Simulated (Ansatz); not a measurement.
`[AlH2][SiH]1C[SiH2]1` + `[CH2]1[NH][AlH]1` → `[AlH2][N]1[CH2][AlH]1` + `C1[SiH2][SiH2]1` at 600 K and 1 bar (cleavage of the Al–Si bond).

Calculated with Ansatz (gas phase, PBE0-D4/def2-TZVP geometries, no zero-point term in ΔE). CCSD(T)/CBS is the MP2 limit (def2-TZVPP, def2-QZVPP) plus CCSD(T) − MP2 in def2-TZVPP, frozen cores.

```
                species  CCSD(T)/CBS energy (Eh)  H − E (kJ/mol)  S (J/(mol·K))
 `[AlH2][SiH]1C[SiH2]1`               -862.39024           241.2          448.3
     `[CH2]1[NH][AlH]1`               -337.12157           164.8          328.5
`[AlH2][N]1[CH2][AlH]1`               -579.76217           192.5          413.5
      `C1[SiH2][SiH2]1`               -619.77066           205.5          367.8
```

H − E and S are ideal-gas, rigid-rotor, harmonic terms from PBE0-D4/def2-TZVP, for one conformer and one mirror image of each species. 1 Eh = 2625.50 kJ/mol, R = 8.31446 J/(mol·K).

Problem. By hand: ΔE, ΔH, ΔS and ΔG.

Solution. ΔE = (-579.76217) + (-619.77066) − (-862.39024) − (-337.12157) = -0.02102 Eh = -55.2 kJ/mol. Δ(H − E) = 192.5 + 205.5 − 241.2 − 164.8 = -8.0, so ΔH = -63.2 kJ/mol. ΔS = 413.5 + 367.8 − 448.3 − 328.5 = 4.5 J/(mol·K). ΔG = -63.2 − 600 × (4.5)/1000 = -65.9 kJ/mol.

Problem. By hand: the equilibrium constant, and the temperature at which ΔG would vanish if ΔH and ΔS stayed fixed.

Solution. log₁₀ K = −ΔG/(RT ln 10) = 5.7. ΔH and −TΔS have one sign here, so there is no such temperature. One of them is within its doubt of zero, so this could turn.

The number of gas molecules stays the same, so ΔS is small and ΔH decides. A doubt of 5 kJ/mol in ΔE shifts log₁₀ K by 0.4 here. Other conformers and mirror images would add mixing entropy, several J/(mol·K) or more a flexible species. These are equilibria of isolated gas molecules and say nothing of rates. Largest T1 diagnostic: 0.015 (customary marks: 0.02 for closed shells, 0.045 for open ones).
